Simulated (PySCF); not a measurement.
Level of theory: core-valence-separated Tamm–Dancoff BHandHLYP/aug-pcX-1 (pcseg-1 on H) in PySCF, non-relativistic, gas phase, PBE0-D3(BJ)/def2-SVP geometry. Absolute energies from this functional tend to lie a few eV below measured edges; no shift was applied.

Main lines of an unknown, eV (oscillator strength): C K: 282.2 (0.057), 282.5 (0.054), 284.6 (0.076), 285.3 (0.011), 285.8 (0.014); N K: 399.4 (0.015), 400.1 (0.011), 401.0 (0.035), 402.2 (0.012). Listed: the first five lines at most of each edge with a tenth or more of its strongest line's intensity; roots within 0.03 eV on the same or equivalent atoms are summed. Only the lowest roots were sought, and the top ones are left out.

Task: Which candidate gives them?
A. `CC(=O)NC1CC1`
B. `C=C(CC)C(N)=O`
C. `[H]/N=C/OCC(=C)C`
D. `C/N=C/C1COC1`

Result: B. 

- `C=C(CC)C(N)=O`: C K: 282.2 (0.057), 282.5 (0.054), 284.6 (0.076), 285.3 (0.011), 285.8 (0.014); N K: 399.4 (0.015), 400.1 (0.011), 401.0 (0.035), 402.2 (0.012). First C line listed at 282.2 eV, hole on the terminal =CH2 carbon (1s→π*); first N line listed at 399.4 eV, hole on the amide nitrogen.
- `CC(=O)NC1CC1`: C K: 284.9 (0.084), 285.4 (0.010), 285.7 (0.014), 285.7 (0.023), 286.0 (0.044); N K: 400.2 (0.024), 400.3 (0.024), 402.2 (0.006), 402.8 (0.008). First C line listed at 284.9 eV, hole on the amide carbonyl carbon (1s→π*); first N line listed at 400.2 eV, hole on the amide nitrogen.
- `C/N=C/C1COC1`: C K: 283.0 (0.066), 286.1 (0.013), 286.2 (0.021), 286.5 (0.083), 286.8 (0.032); N K: 396.2 (0.061), 401.6 (0.007). First C line listed at 283.0 eV, hole on the imine carbon (1s→π*); first N line listed at 396.2 eV, hole on the imine nitrogen.
- `[H]/N=C/OCC(=C)C`: C K: 282.7 (0.057), 282.9 (0.065), 284.7 (0.079), 285.7 (0.009), 286.2 (0.028); N K: 396.8 (0.053), 399.4 (0.018). First C line listed at 282.7 eV, hole on the terminal =CH2 carbon (1s→π*); first N line listed at 396.8 eV, hole on the C=N nitrogen.

One conformer each; other structures than these candidates weren't tested.

The values belong to the conformer `[CH2:1]=[C:2]([CH2:3][CH3:4])[C:5]([NH2:6])=[O:7]`: C1–C2–C3–C4 97°, C1–C2–C5–N6 26°, H–N6–C5–C2 16°, H–N6–C5–C2 177°.
